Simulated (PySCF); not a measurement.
## CdPb: one state, many levels of theory

State: ³Σ⁻ (triplet), unpaired electrons π ↑↑. Set-up: Cd def2-SVP with ECP28, Pb def2-SVP with ECP60; scalar-relativistic core potentials (PySCF 2.14). De refers to Cd + Pb in their high-spin ground configurations, without counterpoise correction. The functionals are run spin-unrestricted. A positive dipole means Cd(−)Pb(+). Levels whose curve was spin-contaminated or gave no clean fit are not listed.

| Level | Re (Å) | ωe (cm⁻¹) | De (eV) | μ (D) |
| --- | --- | --- | --- | --- |
| ROHF-MP2 | 2.902 | 100 | 0.489 | n/a |
| ROHF-SCS-MP2 | 2.971 | 86.6 | 0.362 | n/a |
| PBE | 2.901 | 105 | 0.61 | -1.48 |
| revPBE | 2.947 | 96.4 | 0.469 | -1.56 |
| TPSS | 2.881 | 108 | 0.61 | -1.71 |
| r²SCAN | 2.859 | 111 | 0.65 | -1.76 |
| PBE0 | 2.905 | 103 | 0.55 | -1.85 |
| ωB97X | 2.971 | 86.8 | 0.449 | -1.66 |
| B2PLYP | 2.939 | 94.7 | 0.430 | -1.88 |

The bond length runs from 2.859 Å (r²SCAN) to 2.971 Å (ROHF-SCS-MP2). De spans 0.36 eV (ROHF-SCS-MP2, perturbation theory) to 0.65 eV (r²SCAN, meta-GGA).

Correlated steps freeze 4 core orbitals. Correlated levels converge slowly with the basis: in double zeta they bind strong bonds too weakly, by up to about 1 eV, and carry superposition errors of some tenths. These are scalar-relativistic numbers at best; spin–orbit coupling would shift them, the dissociation energy most. B2PLYP dipoles, levels and charges come from its SCF part alone. The state is the lowest determinant that a PBE0 search found; another state may lie lower at other levels.

The whole job (state search and all levels along the bond) took about 2.2 min on 1 thread of Intel Xeon Platinum 8488C (shared host), peak memory 0.86 GiB.
